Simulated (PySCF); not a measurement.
Se(OH)(OMe) (CH4O2Se), SMILES CO[Se]O. Heavy atoms are numbered as in [Se:1]([OH:2])[O:4][CH3:5]. Hydrogens are named by the atom that carries them.

Coordinates come from a B3LYP-D3(BJ)/def2-SVP optimisation. This is a generated structure with no PubChem entry under its InChIKey; it may be hypothetical. One conformer was computed; it need not be the lowest.

These are PBE/pcSseg-1 run with PySCF values and carry that method's errors.

GIAO shieldings, no solvent; atoms alike by connectivity are averaged. δ = σ(ref) − σ: ⁷⁷Se against Me2Se (σ = 1634.8 ppm); ¹⁷O against H2O (σ = 334.3 ppm); ¹H against TMS (σ = 31.49 ppm); ¹³C against TMS (σ = 182.0 ppm), references at their B3LYP-D3(BJ)/def2-TZVP geometries, non-relativistic.

```csv
nucleus,atoms,count,δ (ppm)
⁷⁷Se,Se1,1,2344.2
¹⁷O,O4,1,150.1
¹⁷O,O2 (OH),1,112.3
¹H,H on O2,1,5.09
¹H,H on C5,3,4.42
¹³C,C5 (CH3),1,69.1
```
